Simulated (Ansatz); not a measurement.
Ti₂Al⁻, relaxed as a singlet with RKS r2SCAN-D4/def2-TZVPD in Ansatz, starting from the GFN1-xTB geometry. Force threshold 0.02 eV/Å.

The restricted singlet is unstable: a solution with broken spin symmetry lies lower. The highest occupied level of the charge -1 singlet lies above zero (up to 0.43 eV). Its loss leaves the charge 0 doublet, which lies 0.76 eV higher (vertical, at r2SCAN-D4/def2-TZVPD), but this difference is unsure: the doublet is doubtful (geometry relaxed on an unsound state). The relaxation made no stability test and no search for a lower SCF solution. At r2SCAN-D4/def2-TZVPD a quintet of charge -1 lies 0.97 eV below the restricted singlet, each at its own geometry. The structure comes from a short search, and lower isomers may exist.

Start:

```csv
atom,x (Å),y (Å),z (Å)
Ti1,0.391,0.395,1.434
Ti2,-0.691,-1.374,-0.018
Al3,0.300,0.979,-1.416
```

**Question.** Estimate the energy that the relaxation releases and the steps that it takes.

**Answer.** 18.4 kcal/mol, in 4 steps; 8 s on 4 threads of AMD EPYC 7B13 on a shared host. No frequencies were taken in this run, so the end may be a saddle point.

**Question.** Does the start keep its bonding and symmetry?

**Answer.** By distances, no bond broke or formed. The bond that changes most is Ti2–Al3, from 2.91 to 2.53 Å (atoms count from 1). Point group C2v at the start, C2v at the end, both within 0.05 Å.

**Question.** Predict the relaxed structure.

**Answer.** 
```xyz
3

Ti    0.3451    0.3529    1.2511
Ti   -0.6052   -1.2009   -0.0239
Al    0.2601    0.8480   -1.2272
```
Bond lengths (bridged metal pairs left out): 2 × Al–Ti 2.53 Å; 1 × Ti–Ti 2.22 Å.
